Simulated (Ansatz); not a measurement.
Start from `[NH2][Ga]([OH])[OH]` and change one atom or group to get `[OH][Ga]([OH])[SH]`.

Ansatz, PBE0-D4/def2-TZVP geometries, multiplicity 1. Each molecule was computed in one conformer, which needn't be the lowest.

Scalar relativity is left out up to krypton.

```csv
property,`[NH2][Ga]([OH])[OH]`
LUMO energy (ωB97M-V/def2-TZVPP) / eV,1.19
HOMO–LUMO gap (PBE/def2-TZVPP) / eV,4.71
LUMO energy (PBE/def2-TZVPP) / eV,-1.39
size of the dipole moment (B3LYP/def2-TZVPP) / D,2.12
size of the dipole moment (PBE/def2-TZVPP) / D,2.03
HOMO–LUMO gap (ωB97M-V/def2-TZVPP) / eV,11.17
```

Question: Give the same properties after the change, and the shifts. (Best estimate.)

Answer: Ansatz gave: 
| property | `[OH][Ga]([OH])[SH]` | shift |
| --- | --- | --- |
| LUMO energy (ωB97M-V/def2-TZVPP) / eV | 0.95 | -0.24 |
| HOMO–LUMO gap (PBE/def2-TZVPP) / eV | 4.84 | 0.13 |
| LUMO energy (PBE/def2-TZVPP) / eV | -1.75 | -0.36 |
| size of the dipole moment (B3LYP/def2-TZVPP) / D | 0.68 | -1.44 |
| size of the dipole moment (PBE/def2-TZVPP) / D | 0.62 | -1.41 |
| HOMO–LUMO gap (ωB97M-V/def2-TZVPP) / eV | 11.04 | -0.13 |

With PBE0 the HOMO falls by 0.30 eV and the LUMO falls by 0.35 eV, so the gap narrows by about 0.05 eV. PBE moves the HOMO by -0.50 eV and ωB97M-V by -0.10 eV. Dipoles are sizes alone; their direction can turn.

B3LYP here is the variant with VWN-RPA as its local correlation; programs differ in this.
